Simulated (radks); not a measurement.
Neutral mercury inside a hard spherical wall (all orbitals vanish at R), configuration held at [Hg] and not refilled when levels cross. All-electron calculation, scalar-relativistic Kohn-Sham, r2SCAN, spin-polarised, spherical densities, finite nucleus; meta-GGA in the generalised Kohn-Sham scheme; Fermi nuclear charge, rms radius 5.4648 fm. Program: a radial shooting solver on a logarithmic mesh with Libxc functionals. Eigenvalues in eV for spin up, with the zero of energy where the potential of the charges vanishes at infinity; a dash marks a level that is unbound or too diffuse for the functional's potential to be trusted. A positive occupied level is held by the wall or, in an anion where self-interaction has pushed it up, behind a barrier. The pressure on the wall is -dE/dV.

R (bohr)  E (hartree)  kinetic (hartree)    e(4f)    e(5p)    e(5d)   e(6s)  e(6p, empty)  e(7s, empty)  pressure (GPa)
free      -19620.2429          22013.094  -96.982  -68.344  -10.238  -7.038             -             -               0
15        -19620.2429          22013.094  -96.982  -68.344  -10.238  -7.038        -0.600             -        < 0.0001
12        -19620.2429          22013.094  -96.981  -68.343  -10.238  -7.038        -0.577         1.647        < 0.0001
10        -19620.2429          22013.095  -96.977  -68.339  -10.234  -7.034        -0.512         2.624         0.00173
5         -19620.1753          22013.562  -95.423  -66.824   -8.835  -5.386         3.276        20.578            9.42
4         -19619.9278          22014.902  -92.185  -63.838   -6.099  -1.552         9.637        42.003            74.4
3         -19618.4724          22021.569  -80.939  -54.258    3.294  14.013        32.068        104.07             861
